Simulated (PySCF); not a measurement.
# One molecule, several mistakes: AlClH5NSi

All numbers below are calculated, not measured. They come from PySCF 2.14.0, an open-source quantum chemistry program, on an isolated molecule that a program drew, which may never have been made. The molecule is AlClH5NSi (charge 0, singlet), drawn as the SMILES string `[AlH2][NH][SiH2]Cl`.

Each row is a Hartree-Fock (HF) and frozen-core CCSD(T) single point in the cc-pV(D+d)Z basis, meant for a local HF minimum. Run 1 is clean. Each other run has one planted mistake out of seven kinds, and not every kind appears here: one electron removed, one electron added, multiplicity raised by two, geometry at a saddle point, minimal basis STO-3G, one bond length entered in bohr, all coordinates scaled. The reference is restricted for singlets and unrestricted otherwise, and also for a bond in bohr. Adding or removing an electron swaps singlet and doublet. Electrons count all cores. HOMO and LUMO are orbital energies over both spins, the gradient is its largest component, and the lowest frequency (negative if imaginary) is given only where the gradient is small. Bond lengths are over the 8 bonds as drawn. T1 is the CCSD diagnostic: over 0.02 (restricted) or 0.045 (unrestricted) a single reference is doubtful.

Geometry of the clean run:
```xyz
9
AlClH5NSi, angstrom
Al   -1.7561   -1.6172    0.5329
N    -1.4225    0.0918    0.0995
Si   -0.5249    0.7777   -1.1850
Cl   -1.7604    1.5272   -2.6898
H    -2.6852   -1.8832    1.7765
H    -1.0921   -2.7496   -0.3332
H    -1.8870    0.7795    0.6733
H     0.3088   -0.2626   -1.8044
H     0.2774    1.9301   -0.7429
```

| run | electrons | basis functions | <S^2> | HOMO (eV) | LUMO (eV) | gradient (hartree/bohr) | lowest frequency (cm^-1) | mean bond (Å) | longest bond (Å) | T1 | HF (hartree) | CCSD(T) (hartree) | mistake |
|---|---|---|---|---|---|---|---|---|---|---|---|---|---|
| 1 | 56 | 108 | 0.000 | -11.42 | 1.56 | 1.4e-05 | 51 | 1.5863 | 2.086 | 0.0116 | -1047.83733 | -1048.37284 | no fault |
| 2 | 56 | 37 | 0.000 | -8.30 | 8.89 | 3.7e-02 | - | 1.5863 | 2.086 | 0.0127 | -1035.95991 | -1036.12023 | minimal basis STO-3G |
| 3 | 56 | 108 | 2.031 | -4.58 | -1.88 | 1.0e-01 | - | 1.5863 | 2.086 | 0.0156 | -1047.65224 | -1048.16073 | multiplicity raised by two |
| 4 | 56 | 108 | 0.747 | -11.10 | 1.29 | 2.2e-02 | - | 1.6985 | 2.086 | 0.0550 | -1047.69883 | -1048.23127 | one bond length entered in bohr |
| 5 | 57 | 108 | 0.766 | 0.68 | 7.72 | 4.6e-02 | - | 1.5863 | 2.086 | 0.0134 | -1047.79563 | -1048.34517 | ? |

**Which mistake was planted in run 5, and what did it cost?**

It counts 57 electrons, one more than the clean run, at the same geometry and basis. So the mistake is: one electron added. Subtracting run 1 and multiplying by 627.51 kcal/mol a hartree, the energy moved by 26.2 kcal/mol in HF and 17.4 kcal/mol in CCSD(T).

Cautions from the logs. Run 4: T1 is over the limit, so its CCSD(T) energy is less reliable; run 5: the HOMO is above zero, so the electron isn't bound and the energy depends on the basis.
